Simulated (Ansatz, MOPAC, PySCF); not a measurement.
Two conformers of C3H8O (SMILES CCCO), B3LYP-D3(BJ)/def2-TZVP minima.
Conformer 1 (charge 0, multiplicity 1, Z-matrix in Å and degrees):
```
C
H 1 1.0937
H 1 1.0942 2 106.79
C 1 1.5171 2 108.34 3 116.08
H 4 1.0970 1 109.85 2 -61.97
H 4 1.0984 5 107.90 1 119.60
O 4 1.4274 5 110.42 6 120.80
H 7 0.9619 4 108.89 5 -62.62
C 1 1.5261 2 110.06 3 -119.56
H 9 1.0898 1 110.76 2 -62.34
H 9 1.0913 10 108.23 1 -122.02
H 9 1.0931 10 107.88 11 -116.37
```
Conformer 2 (charge 0, multiplicity 1, Z-matrix in Å and degrees):
```
C
H 1 1.0931
H 1 1.0931 2 106.71
C 1 1.5158 2 108.50 3 116.73
H 4 1.0982 1 109.76 2 -178.75
H 4 1.0982 5 107.60 1 119.39
O 4 1.4257 5 110.66 6 121.01
H 7 0.9622 4 108.88 5 -59.59
C 1 1.5259 2 110.32 3 -119.85
H 9 1.0907 1 111.06 2 58.83
H 9 1.0927 10 107.62 1 122.12
H 9 1.0927 10 107.62 11 115.77
```

No zero-point or thermal terms.

Cores are frozen in the correlated methods. The state reached by PM6 isn't checked.

Run with Ansatz (Gaussian basis) for Hartree–Fock, density functionals and correlated methods; MOPAC for PM6 (differences of heats of formation); PySCF for the dispersion terms. 

Q: One of these levels gives 0.6 kJ/mol for the electronic energy of conformer 2 less that of conformer 1. Name it.
A) PM6
B) CCSD(T)/cc-pVDZ
C) PBE-D4/def2-TZVPP

A: C, PBE-D4/def2-TZVPP. The others give -3.8 (PM6), 2.1 (CCSD(T)/cc-pVDZ)

Ansatz is a first-principles code.
